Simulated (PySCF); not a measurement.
```xyz
3
charge 0 multiplicity 1, angstrom
Ga    0.0000    0.0000   -0.0602
O     0.0000    0.0000   -1.7023
F     0.0000    0.0000    1.6511
```

Computed with PySCF, PBE0, basis Ga def2-TZVP, O def2-TZVP, F def2-TZVP (no relativity, density fitting).

This geometry of GaOF is a stationary point at this level.

(1) What is the point group?

(2) Is it a minimum?

(3) What are the dipole moment and the gap between the highest occupied and lowest empty levels?

(4) Give the atomic charges and bond orders.

(5) What is the atomisation energy, with and without zero-point energy?

## Answers

(1) C∞v.

(2) Yes: all harmonic wavenumbers are real.

(3) 2.53 D and 5.66 eV.

(4) 
| atom | Mulliken | Löwdin | polar tensor | Mayer order to Ga1 |
| --- | --- | --- | --- | --- |
| Ga1 | 0.74 | 0.34 | 1.16 | – |
| O2 | -0.45 | -0.27 | -0.62 | 2.14 |
| F3 | -0.29 | -0.07 | -0.55 | 1.09 |

(5) 852 kJ/mol without, 840 kJ/mol with.

Other isomers or separated fragments may lie lower.
